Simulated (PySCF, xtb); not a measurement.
C2H4F2Si2, SMILES C#C[Si@H](F)[SiH2]F.

GFN2-xTB run with xtb at its own geometry gives an orbital gap of 4.20 eV and a dipole moment of 2.33 D.

Coordinates come from a PBE0-D3(BJ)/def2-SVP optimisation. The structure was generated by enumeration; whether it is a known compound was not checked. The values are those of a single conformer.

**Question.** What does PBE/def2-TZVP run with PySCF give? (An estimate is asked for; the answer gives what the named calculation found.)

**Answer.** gap 4.72 eV (levels -6.96 and -2.24 eV), dipole 1.95 D.
